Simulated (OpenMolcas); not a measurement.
## Ru3+: ligand-field states by method

Ru3+ with 4 ligands (fluoride) in tetrahedral coordination (Td) at 1.86 Å. A charge of +0.25 e stands 3.2 Å behind each ligand. Ligand basis ANO-RCC-VDZP.
```
Ru    0.0000    0.0000    0.0000
F     1.0739    1.0739    1.0739
F     1.0739   -1.0739   -1.0739
F    -1.0739    1.0739   -1.0739
F    -1.0739   -1.0739    1.0739
```

* Program: OpenMolcas 26.06
* Basis: ANO-RCC-VDZP [6s5p3d1f]
* Scalar Hamiltonian: DKH2, point nucleus
* Active space: 5 electrons in 5 orbitals (4d)
* State averaging: 2S+1 = 6 even, 1 root; 2S+1 = 4 even, 24 roots; 2S+1 = 2 even, 75 roots
* Spin-orbit coupling: state interaction with AMFI integrals over the reference wave functions

I. CASSCF
II. SS-CASPT2, IPEA 0.25 Eh, imaginary shift 0.1 Eh (closed shells correlated: 4s 4p and the ligand valence shells)

Spin-free states (labels of Td) in cm-1, each column counted from its own energy of the first state listed:

| State | Degeneracy | I | II |
| --- | --- | --- | --- |
| 6A1 | 1 | 0 | 0 |
| 2S+1 = 4 | 3 | 13688 | 7730 |
| 2T2 | 3 | 15121 | 7590 |
| 2S+1 = 4 | 3 | 17647 | 11100 |
| 2A2 | 1 | 22849 | 13930 |
| 2S+1 = 4 | 1 | 22982 | 17460 |
| 4E | 2 | 23577 | 17480 |
| 2S+1 = 2 | 3 | 24305 | 15960 |
| 2S+1 = 4 | 3 | 24626 | 17160 |
| 2E | 2 | 26051 | 16800 |
| 2S+1 = 2 | 3 | 26221 | 17140 |
| 4E | 2 | 29038 | 21230 |
| 2S+1 = 2 | 3 | 31745 | 21400 |
| 2A1 | 1 | 31876 | 23370 |
| 2S+1 = 2 | 3 | 32965 | 23640 |
| 2S+1 = 4 | 3 | 33216 | 25520 |
| 2E | 2 | 34210 | 24330 |
| 2T2 | 3 | 35415 | 24780 |
| 2A1 | 1 | 35577 | 25230 |
| 2S+1 = 4 | 1 | 38893 | 30110 |

From I to II, I's first state of another spin (2S+1 = 4) moves from 13688 to 7730 cm-1, by about -6000 cm-1. In II another state of that kind comes below it.

I: A least-squares ligand-field fit to the states below 45000 cm-1, each weighted by its degeneracy and with a free common offset, gives 10Dq = -12007 cm-1 (negative for this site), B = 703 cm-1 and C = 3078 cm-1 (C/B = 4.38), with an rms deviation of 566 cm-1. The same method and metal basis give the free ion B = 902 cm-1 (fit to its terms below 60000 cm-1, rms deviation 29 cm-1), so the nephelauxetic ratio is β = 703 / 902 = 0.78; it hangs on how both fits weigh the states, and computed free-ion B values tend to be too large, so β mixes covalency with correlation.

χT at 300 K: I 4.35, II 4.29 cm3 K/mol.

Roots that are degenerate in the reference are averaged as groups; the widest CASPT2 spread within a group is 550 cm-1 (the 3-fold group of multiplicity 2 near 29700 cm-1 above the lowest state of its run, II). Shifts and gaps below about the spread of the groups concerned are not significant. Over all roots computed the reference weight is 0.73 to 0.76 in II; a low but even weight reflects the number of correlated electrons. The least metal-like active orbital is 82 % on the metal (Löwdin) and no ligand orbital is active, so the numbers are rough. Ligand-to-metal charge-transfer states are missing. With no ligand orbital active B as a rule stays too high, so bands that hang on it stand too high and its fall with covalency is understated. Without dynamic correlation the repulsion within the d shell is too large (B by tens of per cent), so at a given field states of lower spin stand too high (holds for I). With metal d orbitals alone the field can be off either way by tens of per cent (holds for I). These CASPT2 states fit no ligand-field parameters well, so their order and spin gaps are uncertain (holds for II). With one d shell and no ligand orbital active, 10Dq can be off by a tenth or more (holds for II). No measured value stands beside these numbers; the geometry was imposed, not optimised, and the real ion may take another.

A state without a sure symmetry label is named by its multiplicity alone.
